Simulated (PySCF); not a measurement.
Continuum solvent and chemical shifts

Atoms are numbered as in `[N:1]#[C:2][C@H:3]1[CH2:4][CH2:5][O:6][CH2:7]1` (H(Xn): hydrogen on atom n). Ha(C4), Ha(C5), Ha(C7) are cis to C2 on the ring; Hb(C4), Hb(C5), Hb(C7) are trans to C2 on the ring.

GIAO PBE0/pcSseg-1 in PySCF 2.14.0 with density-fitted response routines on one PBE0-D3(BJ)/def2-SVP conformer, non-relativistic, equivalent nuclei averaged. Solvents enter as an IEF-PCM continuum (cyclohexane with ε = 2.0, water with ε = 78.4) around the gas-phase geometry. Shifts are referred to TMS computed in the same medium.

In cyclohexane, δ in ppm: C2 129.0, C7 73.9, C5 70.1, C4 34.3, C3 27.6, Hb(C7) 4.29, Hb(C5) 4.06, Ha(C5) 3.41, Ha(C7) 3.39, H(C3) 2.72, Hb(C4) 2.08, Ha(C4) 1.94. Dipole moment 3.39 D.

(1) How does each δ change in the more polar medium?

(2) Which nuclei move most (in ppm), and what does the model miss?

Results:

(1) 
```tsv
atoms	environment	Δδ, water
C2	nitrile carbon	+4.5
C7	sp3 CH2 bonded to O	+0.4
C5	sp3 CH2 bonded to O	+1.0
C4	sp3 CH2 in a ring	+0.4
C3	sp3 CH α to a nitrile	+0.4
Hb(C7)	hydrogen on an sp3 CH2 bonded to O	+0.10
Hb(C5)	hydrogen on an sp3 CH2 bonded to O	+0.07
Ha(C5)	hydrogen on an sp3 CH2 bonded to O	+0.08
Ha(C7)	hydrogen on an sp3 CH2 bonded to O	+0.06
H(C3)	hydrogen on an sp3 CH α to a nitrile	+0.28
Hb(C4)	hydrogen on an sp3 CH2 in a ring	+0.15
Ha(C4)	hydrogen on an sp3 CH2 in a ring	+0.10
```

Changes are relative to cyclohexane. The dipole moment becomes 3.87 D in water.

(2) C2 (nitrile carbon, +4.5 ppm) in water. A continuum only polarises the solute; specific hydrogen bonds, the anisotropy of aromatic solvents and changes of geometry or conformer are outside it.
